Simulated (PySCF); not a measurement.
**Atomic charges by several schemes**

Compound: C7H14O2Si.
SMILES with atom numbers: `[CH3:1][O:2][C@H:3]([SiH2:4][CH:5]=[C:6]=[O:7])[CH:8]([CH3:9])[CH3:10]` (hydrogens: H11, H12, H13 on C1; H14 on C3; H15, H16 on Si4; H17 on C5; H18 on C8; H19, H20, H21 on C9; H22, H23, H24 on C10)

Cartesian coordinates in Å at the GFN2-xTB level; atoms count from 1:
```
atom  x, y, z in Å
C1     0.143    2.738   -0.608
O2    -0.354    1.520   -1.078
C3    -0.004    0.390   -0.262
Si4    1.583   -0.343   -1.044
C5     2.647   -1.208    0.254
C6     2.397   -1.128    1.514
O7     2.098   -1.010    2.633
C8    -1.212   -0.557   -0.238
C9    -2.418    0.144    0.387
C10   -0.896   -1.841    0.521
H11   -0.251    2.974    0.389
H12    1.240    2.740   -0.558
H13   -0.184    3.501   -1.314
H14    0.173    0.738    0.766
H15    1.230   -1.300   -2.097
H16    2.367    0.748   -1.637
H17    3.497   -1.754   -0.105
H18   -1.455   -0.799   -1.278
H19   -3.299   -0.491    0.330
H20   -2.223    0.371    1.434
H21   -2.625    1.071   -0.141
H22   -0.583   -1.613    1.537
H23   -1.781   -2.471    0.569
H24   -0.102   -2.402    0.034
```

Density: PBE0/pcSseg-1 (PySCF); schemes: Mulliken, IAO, Hirshfeld and ESP-fitted. One conformer (not necessarily the lowest) at the GFN2-xTB geometry, without solvent, vibrations or thermal averaging.

**Question.** What partial charge does each atom carry?

**Answer.** In e; atoms taken as equivalent share a row and are averaged (×n: the atom named and its like, n in all):

```csv
atom,environment,Mulliken,IAO,Hirshfeld,ESP-fitted
C1,methoxy carbon,-0.033,-0.197,-0.041,-0.130
O2,ether oxygen,-0.515,-0.395,-0.129,-0.298
C3,sp3 carbon bound to oxygen,-0.184,-0.172,-0.037,-0.343
Si4,SiH2 silicon,+0.748,+0.776,+0.336,+0.600
C5,outer carbon of cumulated double bonds,-0.641,-0.678,-0.218,-0.950
C6,central carbon of a ketene,+0.379,+0.449,+0.196,+0.663
O7,oxygen bonded to C,-0.289,-0.308,-0.159,-0.359
C8,sp3 CH carbon,-0.344,-0.089,-0.025,+0.491
C9,methyl carbon,-0.208,-0.419,-0.123,-0.563
C10,methyl carbon,-0.239,-0.421,-0.120,-0.602
H11/H12/H13,methyl hydrogen,+0.104,+0.132,+0.040,+0.095
H14,methine hydrogen,+0.124,+0.117,+0.029,+0.193
H15,Si–H hydrogen,-0.061,-0.120,-0.073,-0.102
H16,Si–H hydrogen,-0.071,-0.120,-0.079,-0.093
H17,hydrogen on C5,+0.184,+0.209,+0.067,+0.341
H18,methine hydrogen,+0.125,+0.134,+0.035,-0.007
H19/H20/H21,methyl hydrogen,+0.113,+0.139,+0.037,+0.141
H22/H23/H24,methyl hydrogen,+0.125,+0.140,+0.037,+0.150
```

Mean size of the charges over all atoms: ESP-fitted 0.287 e, IAO 0.243 e, Mulliken 0.215 e, Hirshfeld 0.084 e. Each set sums to the total charge, 0, to within 0.001 e. The IAO scheme projects the occupied orbitals on a minimal set of polarised atomic orbitals and counts the electrons in each atom's part of it. The Hirshfeld scheme divides the density at each point in proportion to the densities of the neutral, spherically averaged free atoms.

Some averages cover members that differ in this geometry: H11/H12/H13, ESP-fitted +0.080 to +0.122; H11/H12/H13, IAO +0.119 to +0.158; H19/H20/H21, Mulliken +0.098 to +0.128; H11/H12/H13, Mulliken +0.094 to +0.121 e.

Lowest charge. All schemes agree: Mulliken C5 (-0.641); IAO C5 (-0.678); Hirshfeld C5 (-0.218); ESP-fitted C5 (-0.950).

Highest charge. The schemes don't all agree: Mulliken Si4 (+0.748); IAO Si4 (+0.776); Hirshfeld Si4 (+0.336); ESP-fitted C6 (+0.663).

**Question.** How closely do the schemes follow one another over all atoms?

**Answer.** Correlation coefficient and root-mean-square difference: IAO with Hirshfeld 0.98, 0.196 e; Mulliken with IAO 0.95, 0.092 e; Mulliken with Hirshfeld 0.94, 0.180 e; IAO with ESP-fitted 0.90, 0.163 e; Hirshfeld with ESP-fitted 0.86, 0.279 e; Mulliken with ESP-fitted 0.78, 0.232 e.

**Question.** Sum the charges by element, for elements with more than one atom.

**Answer.** 
```
element  atoms  Mulliken     IAO  Hirshfeld  ESP-fitted
      C      7    -1.270  -1.526     -0.369      -1.434
      O      2    -0.805  -0.703     -0.287      -0.657
      H     14    +1.326  +1.453     +0.320      +1.491
```
